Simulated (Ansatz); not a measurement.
CH2BrClOSi, SMILES `ClC1(Br)O[SiH2]1`. Charge 0, multiplicity 1.

```xyz
7

Cl    0.951   -0.771   -1.972
C     0.514   -0.552   -0.288
Br    1.779   -1.424    0.883
O    -0.823   -0.880   -0.004
Si   -0.585    0.763    0.302
H    -1.237    1.692   -0.639
H    -0.599    1.171    1.718
```

Question: List the harmonic frequencies (cm⁻¹, unscaled) at PBE0-D4/def2-TZVP in Ansatz. (Best estimate.)

Answer: The calculation gave: 150, 211, 296, 326, 417, 486, 634, 653, 758, 785, 940, 943, 1108, 2275, 2303.

Question: Is this a minimum?

Answer: Yes, all 15 modes are real.

Question: Give the ideal-gas thermochemistry at 298.15 K and 1 bar (rigid rotor, harmonic oscillator; point group C1, symmetry number 1).

Answer: Zero-point energy 73.5 kJ/mol; H(298) − E = 91.5 kJ/mol; entropy 337.4 J/(mol·K), of which translation 173.2, rotation 120.1, vibration 44.1; G(298) − E = -9.1 kJ/mol.

Question: And at 400, 500, 600, 800 and 1000 K?

Answer: 
| T (K) | H − E (kJ/mol) | S (J/mol/K) | G − E (kJ/mol) |
| --- | --- | --- | --- |
| 400 | 101.8 | 366.9 | -45.0 |
| 500 | 113.0 | 392.0 | -83.0 |
| 600 | 125.2 | 414.1 | -123.3 |
| 800 | 151.2 | 451.4 | -210.0 |
| 1000 | 178.8 | 482.2 | -303.4 |
